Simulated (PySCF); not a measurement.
A GIAO shielding run with PySCF 2.14.0 with density-fitted response routines (density fitting, non-relativistic, gas phase) on SMILES N(C[SiH3])[SiH2][SiH3], CH$_{11}$NSi$_{3}$:

```
$ OMP_NUM_THREADS=1 python probes_run.py task.json out

{"job": {"kind": "nmr", "xc": "PBE0", "basis": "pcSseg-1"}, "charge": 0, "multiplicity": 1}
Si    -2.540566    -0.053428     0.616422
C     -0.785817    -0.630572     1.107959
N      0.010650    -1.107723    -0.006025
Si     1.041044    -0.107355    -0.953311
Si     2.416088     1.046333     0.490362
H     -2.439115     1.042115    -0.346728
H     -3.237322    -1.185449    -0.001529
H     -3.246569     0.378288     1.822247
H     -0.237982     0.188591     1.579697
H     -0.853289    -1.431593     1.855365
H     -0.441299    -1.881804    -0.469586
H      0.316594     0.809140    -1.865791
H      1.701377    -1.091617    -1.820408
H      2.897345     0.259269     1.631023
H      1.776055     2.232845     1.077772
H      3.615207     1.541905    -0.193911
```

Hardware: 1 thread of an Arm Neoverse N1, shared host. The job also computes population analyses, field gradients.

Question: How large is the calculation?

Answer: 66 electrons, 161 basis functions and 904 auxiliary functions.

Question: How long does it take, and how much memory does it need?

Answer: 37 s of wall time, with 12 SCF cycles and 4 response iterations; peak memory 0.74 GiB. Times on a shared host scatter by some tens of per cent.
